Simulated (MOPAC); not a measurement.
Input for MOPAC: PM7 on ammonia borane (SMILES [BH3-][NH3+]), a point of a torsion scan.

```
PM7 1SCF PRECISE CHARGE=0 THREADS=1
BH6N

B     -0.82826145 1     0.08957949 1    -0.01125301 1
N      0.83065596 1    -0.03468692 1     0.01490099 1
H     -1.19428222 1    -0.65719144 1    -0.86287084 1
H     -1.06354077 1     1.23242754 1    -0.24267021 1
H     -1.18795377 1    -0.24983906 1     1.07265753 1
H      1.21061906 1     0.52150504 1    -0.74121837 1
H      1.09305524 1    -1.00731020 1    -0.08408115 1
H      1.15787403 1     0.32878435 1     0.90195753 1
```

Program output:

```
*******************************************************************************
 **                                                                           **
 **                              MOPAC v23.2.5                                **
 **                                                                           **
 *******************************************************************************
 ** MOPAC's Digital Object Identifier: https://doi.org/10.5281/zenodo.6511958 **
 **                                                                           **
 ** Please cite the open-source release paper for use of this MOPAC version:  **
 ** J. E. Moussa and J. J. P. Stewart (2026)                                  **
 ** MOPAC: An open-source semiempirical molecular orbital program             **
 ** J. Open Source Softw., 11(119), 8025, https://doi.org/10.21105/joss.08025 **
 *******************************************************************************

                              PM7 CALCULATION RESULTS

 *******************************************************************************
 *  PM7        - The PM7 Hamiltonian to be used
 *
 *
 *
 *                 CHARGE ON SYSTEM = 0
 *
 *
 *
 *  PRECISE    - TIGHTER CRITERIA TO BE USED
 *  1SCF       - DO 1 SCF AND THEN STOP
 *  THREADS=1  - MULTI-THREADING NOT USED
 *  T=         - A TIME OF 172800.0 SECONDS REQUESTED
 *  DUMP=N     - RESTART FILE WRITTEN EVERY 7200.0 SECONDS REQUESTED
 *******************************************************************************
PM7 1SCF PRECISE CHARGE=0 THREADS=1
 BH6N

   ATOM   CHEMICAL          X               Y               Z
  NUMBER   SYMBOL      (ANGSTROMS)     (ANGSTROMS)     (ANGSTROMS)

     1       B         -0.82826145  *   0.08957949  *  -0.01125301  *
     2       N          0.83065596  *  -0.03468692  *   0.01490099  *
     3       H         -1.19428222  *  -0.65719144  *  -0.86287084  *
     4       H         -1.06354077  *   1.23242754  *  -0.24267021  *
     5       H         -1.18795377  *  -0.24983906  *   1.07265753  *
     6       H          1.21061906  *   0.52150504  *  -0.74121837  *
     7       H          1.09305524  *  -1.00731020  *  -0.08408115  *
     8       H          1.15787403  *   0.32878435  *   0.90195753  *



          CARTESIAN COORDINATES

    NO.       ATOM           X           Y           Z

     1         B         -0.8283      0.0896     -0.0113
     2         N          0.8307     -0.0347      0.0149
     3         H         -1.1943     -0.6572     -0.8629
     4         H         -1.0635      1.2324     -0.2427
     5         H         -1.1880     -0.2498      1.0727
     6         H          1.2106      0.5215     -0.7412
     7         H          1.0931     -1.0073     -0.0841
     8         H          1.1579      0.3288      0.9020

 General Reference for PM7:
 "Optimization of Parameters for Semiempirical Methods VI: More Modifications to the
 NDDO Approximations and Re-optimization of Parameters", J. J. P. Stewart, J. Mol. Mod., 1:32, 19 (2013)
 https://link.springer.com/article/10.1007/s00894-012-1667-x

           Empirical Formula: H6 N B  =     8 atoms



      MOLECULAR POINT GROUP   :   C1


      RHF CALCULATION, NO. OF DOUBLY OCCUPIED LEVELS = 7


 -------------------------------------------------------------------------------
 PM7 1SCF PRECISE CHARGE=0 THREADS=1
 BH6N



     1SCF WAS SPECIFIED, SO BFGS WAS NOT USED
     SCF FIELD WAS ACHIEVED


                              PM7 CALCULATION
                                                       MOPAC v23.2.5 Linux




          FINAL HEAT OF FORMATION =        -19.20867 KCAL/MOL =     -80.36908 KJ/MOL


          COSMO AREA              =         77.34 SQUARE ANGSTROMS
          COSMO VOLUME            =         58.43 CUBIC ANGSTROMS

          IONIZATION POTENTIAL    =         10.765926 EV
          HOMO LUMO ENERGIES (EV) =        -10.766  1.564
          NO. OF FILLED LEVELS    =          7
          MOLECULAR WEIGHT        =         30.8641         POINT GROUP:  C1

          MOLECULAR DIMENSIONS (Angstroms)

            Atom       Atom       Distance
            H     7    H     4     3.11328
            H     5    H     6     2.93422
            H     8    H     3     2.83708


          SCF CALCULATIONS        =          1





   ATOM   CHEMICAL          X               Y               Z
  NUMBER   SYMBOL      (ANGSTROMS)     (ANGSTROMS)     (ANGSTROMS)

     1       B         -0.82826145  *   0.08957949  *  -0.01125301  *
     2       N          0.83065596  *  -0.03468692  *   0.01490099  *
     3       H         -1.19428222  *  -0.65719144  *  -0.86287084  *
     4       H         -1.06354077  *   1.23242754  *  -0.24267021  *
     5       H         -1.18795377  *  -0.24983906  *   1.07265753  *
     6       H          1.21061906  *   0.52150504  *  -0.74121837  *
     7       H          1.09305524  *  -1.00731020  *  -0.08408115  *
     8       H          1.15787403  *   0.32878435  *   0.90195753  *

                             CARTESIAN COORDINATES

   1    B       -0.828261450     0.089579490    -0.011253010
   2    N        0.830655960    -0.034686920     0.014900990
   3    H       -1.194282220    -0.657191440    -0.862870840
   4    H       -1.063540770     1.232427540    -0.242670210
   5    H       -1.187953770    -0.249839060     1.072657530
   6    H        1.210619060     0.521505040    -0.741218370
   7    H        1.093055240    -1.007310200    -0.084081150
   8    H        1.157874030     0.328784350     0.901957530


           Empirical Formula: H6 N B  =     8 atoms



      MOLECULAR POINT GROUP   :   C1


                  EIGENVALUES
 -38.14022 -18.52040 -18.43660 -16.32493 -12.79022 -10.82069 -10.76593   1.56418
   3.22891   4.41611   4.45071   4.95462   5.00012   9.19122


              NET ATOMIC CHARGES AND DIPOLE CONTRIBUTIONS

  ATOM NO.   TYPE          CHARGE      No. of ELECS.   s-Pop       p-Pop
    1          B          -0.578115        3.5781     0.63367     2.94444
    2          N          -0.339000        5.3390     1.49354     3.84546
    3          H           0.044825        0.9552     0.95517
    4          H           0.043072        0.9569     0.95693
    5          H           0.044895        0.9551     0.95510
    6          H           0.261419        0.7386     0.73858
    7          H           0.262625        0.7374     0.73737
    8          H           0.260278        0.7397     0.73972
 DIPOLE           X         Y         Z       TOTAL
 POINT-CHG.     4.561    -0.337     0.093     4.574
 HYBRID         1.039    -0.073     0.025     1.042
 SUM            5.599    -0.411     0.119     5.616


          ATOMIC ORBITAL ELECTRON POPULATIONS

     Atom    s        px        py        pz
    1  B   0.63367   0.55588   1.19021   1.19836
    2  N   1.49354   1.42729   1.20791   1.21025
    3  H   0.95517
    4  H   0.95693
    5  H   0.95510
    6  H   0.73858
    7  H   0.73737
    8  H   0.73972

 **********************
 *                    *
 * JOB ENDED NORMALLY *
 *                    *
 **********************




 == MOPAC DONE ==
```

The run finished.

Cost: around 0.020 core-seconds (rough).
